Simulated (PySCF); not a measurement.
Ligand exchange on a metal centre used in film growth or etching (Ti Cl-NH2). All species are isolated molecules in the gas phase. One relaxed conformer stands for each flexible species; it need not be the lowest.

The HOMO from two functionals at the same geometries (r2SCAN-D4/def2-SVP), both in PySCF: PBE-D3(BJ)/def2-TZVP and TPSSh-D3(BJ)/def2-TZVP. 

```json
[
 {"species": "0 of 4 Cl replaced by NH2 ([Ti(Cl)4])", "TPSSh-D3(BJ)/def2-TZVP (eV)": "-8.92"},
 {"species": "2 of 4 Cl replaced by NH2 ([Ti(Cl)2(NH2)2])", "TPSSh-D3(BJ)/def2-TZVP (eV)": "-7.15"},
 {"species": "3 of 4 Cl replaced by NH2", "TPSSh-D3(BJ)/def2-TZVP (eV)": "-6.78"},
 {"species": "4 of 4 Cl replaced by NH2", "TPSSh-D3(BJ)/def2-TZVP (eV)": "-6.01"}
]
```

What does PBE-D3(BJ)/def2-TZVP give for each?


- 0 of 4 Cl replaced by NH2 ([Ti(Cl)4]): -8.26
- 2 of 4 Cl replaced by NH2 ([Ti(Cl)2(NH2)2]): -6.53
- 3 of 4 Cl replaced by NH2: -6.16
- 4 of 4 Cl replaced by NH2: -5.42
Over these rows, drawn at random from the members with no instability flagged (it was tested for open shells, ions and some series alone), PBE minus TPSSh-D3(BJ): mean +0.62 eV, from +0.59 eV to +0.67 eV.
